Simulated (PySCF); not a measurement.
Polarisability and C₆ of B (boron, neutral)

[He] 2s1 2p2, high-spin 4P determinant (an excited configuration). Computed with PySCF 2.14 in aug-cc-pCVQZ-DK (9s8p6d4f2g, 109 functions), with the spin-free X2C one-electron Hamiltonian (Gaussian nucleus). Coupled (time-dependent) response in atomic units; α is the mean over directions.

| method | mean α (bohr³) | α xx, yy, zz | C₆ (like pair) | S(−4) |
| --- | --- | --- | --- | --- |
| UHF | 16.41 | 16.20, 16.52, 16.52 | 71.70 | 157.7 |
| PBE | 21.06 | 19.09, 22.05, 22.05 | 96.66 | 331.3 |
| PBE0 | 19.26 | 18.02, 19.88, 19.88 | 86.85 | 254.3 |

S(−4) is the Cauchy moment in α(ω) = α(0) + S(−4) ω² + …

α(iu) at PBE:

| u (hartree) | α(iu) (bohr³) |
| --- | --- |
| 0 | 21.06 |
| 0.0500 | 20.28 |
| 0.100 | 18.34 |
| 0.200 | 13.73 |
| 0.300 | 10.08 |
| 0.500 | 5.821 |
| 0.750 | 3.358 |
| 1.00 | 2.164 |
| 1.50 | 1.108 |
| 2.00 | 0.6720 |
| 3.00 | 0.3266 |
| 5.00 | 0.1312 |

The components differ because the open shell of this determinant is not spherical; for a pure term their mean is the scalar polarisability.
